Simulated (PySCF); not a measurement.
ammonium (H₄N), SMILES [NH4+], charge +1. Atoms are numbered in the order given.

```xyz
5

N      0.0000     0.0000     0.0000
H      0.5912    -0.5912     0.5912
H     -0.5912    -0.5912    -0.5912
H     -0.5912     0.5912     0.5912
H      0.5912     0.5912    -0.5912
```
Charge +1, spin multiplicity 1.

The structure is a stationary point at r2SCAN-D4/def2-TZVPD.

Calculation: M06-2X/def2-TZVPD (PySCF).

### Question
Estimate the frontier levels, gap, dipole moment and polarisability. (Estimate from the structure and the level; the computed values follow.)

### Answer

- highest occupied level: -24.38 eV
- lowest empty level: -5.61 eV
- orbital gap: 18.77 eV
- dipole moment about the centre of nuclear charge: 0.00 D
- mean static polarisability: 9.1 bohr³ (1.35 Å³)
- polarisability, principal values: 9.1, 9.1, 9.1 bohr³
